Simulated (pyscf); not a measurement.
# `[F][W]([F])(=[Se])([SeH])[SeH]`, singlet

Gas-phase minimum from PySCF at ωB97X-D3(BJ)/def2-SVP, one conformer. 

```xyz
8

F      0.0392     0.3842    -2.2099
W     -0.6467    -0.8365    -0.9916
F     -1.8930    -2.0030    -0.2574
Se     1.0474    -0.9871     0.4300
Se    -0.5992    -2.5481    -2.7833
Se    -2.3380     0.8546    -0.3434
H      0.4046    -1.8463    -3.5895
H     -1.5527     1.9956    -0.8246
```
Charge 0, spin multiplicity 1.

Bonded distances (Å): F1–W2 1.856, W2–F3 1.858, W2–Se4 2.217, W2–Se5 2.478, W2–Se6 2.478, Se5–H7 1.466, Se6–H8 1.466. Angles (°): F1–W2–F3 156.9, F1–W2–Se4 100.6, F1–W2–Se5 88.4, F1–W2–Se6 88.6, F3–W2–Se4 102.5, F3–W2–Se5 82.2, F3–W2–Se6 82.4, Se4–W2–Se5 113.7, Se4–W2–Se6 113.6, Se5–W2–Se6 132.3, W2–Se5–H7 94.6, W2–Se6–H8 94.6.

Properties at ωB97X-D3(BJ)/def2-SVP:

| Quantity | Value |
|---|---|
| Harmonic wavenumbers, unscaled | 61, 84, 99, 155, 159, 218, 222, 239, 260, 280, 296, 406, 625, 632, 693, 698, 2506, 2507 cm⁻¹ |
| Zero-point energy | 14.5 kcal/mol |
| Rotational symmetry number | 1 |
| Entropy of this conformer at 298 K and 1 atm, rigid rotor and harmonic oscillator, modes under 100 cm⁻¹ raised to 100 | 437.7 J/(mol K) |
| Dipole moment | 1.48 D |

Single-point totals, which compare only within one level:

```json
[
 {"level": "ωB97X-D3(BJ)/def2-TZVP", "total energy (hartree)": "-7472.78695"},
 {"level": "PBE/def2-TZVP", "total energy (hartree)": "-7471.74497"},
 {"level": "r²SCAN/def2-TZVP", "total energy (hartree)": "-7472.89498"},
 {"level": "B3LYP-D3(BJ)/def2-TZVP", "total energy (hartree)": "-7473.10235"},
 {"level": "PBE0-D3(BJ)/def2-TZVP", "total energy (hartree)": "-7471.90832"},
 {"level": "M06-2X/def2-TZVP", "total energy (hartree)": "-7472.81824"},
 {"level": "ωB97M-D3(BJ)/def2-TZVP", "total energy (hartree)": "-7472.95024"}
]
```

Soft torsions are taken as harmonic, which can shift the entropy by several J/(mol K). Elements up to Kr have no core potential and no relativistic terms here. Elements past Kr carry the def2 core potentials, without spin-orbit coupling.
